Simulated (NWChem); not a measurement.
Species: ZnH₂S; SMILES [SH][ZnH]

```xyz
4

Zn     0.1889    -0.6483     0.0000
H      0.2718    -2.1834     0.0000
S      0.0886     1.5337     0.0000
H     -1.2643     1.5305     0.0000
```
Atoms are numbered in this order, from 1.

Computed with NWChem. Pople sets run with spherical d functions. Geometry: optimised at PBE0/def2-SVP. GIAO values for the isolated, static molecule; σ is the absolute isotropic shielding, δ = σ(reference) − σ with the isolated reference molecule computed at the same levels (1H: tetramethylsilane).

Q: Estimate the computed values for Hartree-Fock/6-31G*. Quantities: σ Zn1 (ppm); δ H2 (ppm); σ S3 (ppm); δ H4 (ppm).

A: 
```yaml
"σ Zn1 (ppm)": 1976.9
"δ H2 (ppm)": 4.90
"σ S3 (ppm)": 814.8
"δ H4 (ppm)": -1.01
```
